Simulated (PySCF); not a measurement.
Successive ionisation energies of ruthenium

Calculated with PySCF 2.14, two-component X2C-1e (Gaussian nucleus, no Breit or QED terms), each ion in its own even-tempered basis; GMP2 freezes the deep shells of the larger ions and drops the highest virtual spinors; eV.

```json
{"ion": "Ru²⁴⁺", "configuration": "[Ar] 3d2", "GHF (spin-free)": "1184.2", "GHF (screened spin-orbit)": "1186.0", "GMP2 (screened spin-orbit)": "1186.0", "NIST": "1187 ± 4", "kind": "theoretical"}
{"ion": "Ru²⁵⁺", "configuration": "[Ar] 3d1", "GHF (spin-free)": "1250.2", "GHF (screened spin-orbit)": "1253.7", "GMP2 (screened spin-orbit)": "1253.6", "NIST": "1253 ± 4", "kind": "theoretical"}
{"ion": "Ru²⁶⁺", "configuration": "[Ar]", "GHF (spin-free)": "1457.4", "GHF (screened spin-orbit)": "1447.8", "GMP2 (screened spin-orbit)": "1448.7", "NIST": "1447 ± 4", "kind": "semi-empirical"}
{"ion": "Ru²⁷⁺", "configuration": "[Ne] 3s2 3p5", "GHF (spin-free)": "1517.7", "GHF (screened spin-orbit)": "1510.0", "GMP2 (screened spin-orbit)": "1511.0", "NIST": "1506.7 ± 1.6", "kind": "semi-empirical"}
{"ion": "Ru²⁸⁺", "configuration": "[Ne] 3s2 3p4", "GHF (spin-free)": "1578.8", "GHF (screened spin-orbit)": "1579.2", "GMP2 (screened spin-orbit)": "1579.6", "NIST": "1577 ± 2.1", "kind": "semi-empirical"}
{"ion": "Ru²⁹⁺", "configuration": "[Ne] 3s2 3p3", "GHF (spin-free)": "1662.1", "GHF (screened spin-orbit)": "1645.5", "GMP2 (screened spin-orbit)": "1645.6", "NIST": "1659 ± 6", "kind": "semi-empirical"}
{"ion": "Ru³⁰⁺", "configuration": "[Ne] 3s2 3p2", "GHF (spin-free)": "1724.9", "GHF (screened spin-orbit)": "1739.0", "GMP2 (screened spin-orbit)": "1740.8", "NIST": "1743 ± 4", "kind": "semi-empirical"}
{"ion": "Ru³¹⁺", "configuration": "[Ne] 3s2 3p1", "GHF (spin-free)": "1789.1", "GHF (screened spin-orbit)": "1811.3", "GMP2 (screened spin-orbit)": "1811.6", "NIST": "1794 ± 8", "kind": "semi-empirical"}
{"ion": "Ru³²⁺", "configuration": "[Ne] 3s2", "GHF (spin-free)": "1942.7", "GHF (screened spin-orbit)": "1942.7", "GMP2 (screened spin-orbit)": "1945.9", "NIST": "1949 ± 3", "kind": "semi-empirical"}
{"ion": "Ru³³⁺", "configuration": "[Ne] 3s1", "GHF (spin-free)": "2012.7", "GHF (screened spin-orbit)": "2012.7", "GMP2 (screened spin-orbit)": "2013.4", "NIST": "2013.04 ± 0.06", "kind": "semi-empirical"}
{"ion": "Ru³⁴⁺", "configuration": "[Ne]", "GHF (spin-free)": "4798.1", "GHF (screened spin-orbit)": "4754.5", "GMP2 (screened spin-orbit)": "4756.0", "NIST": "4758 ± 3", "kind": "semi-empirical"}
{"ion": "Ru³⁵⁺", "configuration": "[He] 2s2 2p5", "GHF (spin-free)": "4974.6", "GHF (screened spin-orbit)": "4936.1", "GMP2 (screened spin-orbit)": "4937.6", "NIST": "4939 ± 8", "kind": "semi-empirical"}
```

Where is the largest relative jump?

From Ru³³⁺ to Ru³⁴⁺: 2013.4 to 4756.0 eV, where the electron removed from [Ne] comes from a deeper shell or subshell.
